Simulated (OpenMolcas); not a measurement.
Mn4+: moving or changing the point charges

Mn4+ among 6 point charges of -1 e arranged as a trigonal antiprism (D3d), 1.68 Å from the ion, with a polar angle of 50.4° against the regular 54.74°.
```
   0.0000    1.2937    1.0718  -1.00
  -1.1203   -0.6468    1.0718  -1.00
   1.1203   -0.6468    1.0718  -1.00
   0.0000   -1.2937   -1.0718  -1.00
   1.1203    0.6468   -1.0718  -1.00
  -1.1203    0.6468   -1.0718  -1.00
```

- Program: OpenMolcas
- Method: CASSCF
- Basis: ANO-RCC-VDZP [5s4p2d1f]
- Scalar Hamiltonian: DKH2, point nucleus
- Active space: 3 electrons in 5 orbitals (3d)
- State averaging: 2S+1 = 4 even, 10 roots; 2S+1 = 2 even, 40 roots
- Spin-orbit coupling: state interaction with AMFI integrals over the reference wave functions

Runs around this geometry, states (labels of D3, the rotations of D3d). Energies in cm-1 above the lowest state or level, χT in cm3 K/mol.

```csv
R (Å),q (e),Polar angle / regular,Ground state,First state of that spin,First gap with spin-orbit (degeneracies),χT at 300 K,First state of another spin
1.68,-1,0.85,4A2,4E 2508,"76.9 (2, 2)",1.363,2E 21519
1.68,-0.8,0.92,4A2,4E 2172,"53.1 (2, 2)",1.303,2E 21848
1.6,-1,0.92,4A2,4E 3449,"34.7 (2, 2)",1.490,2E 22147
1.68,-1,0.92,4A2,4E 2712,"44.9 (2, 2)",1.399,2E 21988
1.81,-1,0.92,4A2,4E 1867,"66.2 (2, 2)",1.233,2E 21710
```

Taking the first state of the same spin as R^-n, n = -ln(1867 / 3449) / ln(1.81 / 1.6) = 5.0 between the shortest and longest distance.

Scaling the charges by -0.8 / -1 = 0.80 scales the first state of the same spin by 2172 / 2712 = 0.80; with fixed orbitals a first-order splitting would follow the charge.

Without dynamic correlation the repulsion within the d shell is too large (B by tens of per cent), so at a given field states of lower spin stand too high. The ground term spreads over less than 5000 cm-1, several times less than with real ligands, so orbital moments are less quenched and χT lies further from the spin-only value than at real sites (holds for R = 1.68, q = -0.8, ratio = 0.92; R = 1.81, q = -1, ratio = 0.92). This is an electrostatic model: the charges have no orbitals. No measured value stands beside these numbers.
